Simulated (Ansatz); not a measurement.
`O[SiH](F)[SiH2]F` + H₂ → `O[SiH](F)[SiH3]` + H–F at 700 K and 1 bar (hydrogenolysis of the Si–F bond).

Isolated molecules relaxed with PBE0-D4/def2-TZVP in Ansatz; ΔE leaves out vibrations. CCSD(T)/CBS adds triple-zeta CCSD(T) − MP2 to the extrapolated MP2 energy (def2 sets, frozen cores). This one scheme is used for every species. One conformer a species, not always the lowest.

| species | CCSD(T)/CBS energy (Eh) | H − E (kJ/mol) | S (J/(mol·K)) |
| --- | --- | --- | --- |
| `O[SiH](F)[SiH2]F` | -855.49429 | 201.0 | 480.4 |
| H₂ | -1.17544 | 46.8 | 155.3 |
| `O[SiH](F)[SiH3]` | -756.23815 | 208.1 | 452.3 |
| H–F | -100.39570 | 45.2 | 198.5 |

H − E and S are ideal-gas, rigid-rotor, harmonic terms from PBE0-D4/def2-TZVP, for one conformer and one mirror image of each species. The MP2-based limit puts H₂ 0.8 mEh under its directly extrapolated value; such offsets cancel only in part. 1 Eh = 2625.50 kJ/mol, R = 8.31446 J/(mol·K).

Problem. By hand: ΔE, ΔH, ΔS and ΔG.

Solution. ΔE = (-756.23815) + (-100.39570) − (-855.49429) − (-1.17544) = 0.03588 Eh = 94.2 kJ/mol. Δ(H − E) = 208.1 + 45.2 − 201.0 − 46.8 = 5.5, so ΔH = 99.7 kJ/mol. ΔS = 452.3 + 198.5 − 480.4 − 155.3 = 15.1 J/(mol·K). ΔG = 99.7 − 700 × (15.1)/1000 = 89.1 kJ/mol.

Problem. By hand: the equilibrium constant, and the temperature at which ΔG would vanish if ΔH and ΔS stayed fixed.

Solution. log₁₀ K = −ΔG/(RT ln 10) = -6.6. ΔG = 0 at ΔH/ΔS = 6603 K, far beyond where these terms or the molecules hold.

ΔH outweighs TΔS. A doubt of 5 kJ/mol in ΔE shifts log₁₀ K by 0.4 here. Other conformers and mirror images would add mixing entropy, several J/(mol·K) or more a flexible species. Modes under 60 cm⁻¹, often nearly free rotors, make the harmonic entropy too high. These are equilibria of isolated gas molecules and say nothing of rates. Largest T1 diagnostic: 0.013 (customary marks: 0.02 for closed shells, 0.045 for open ones).
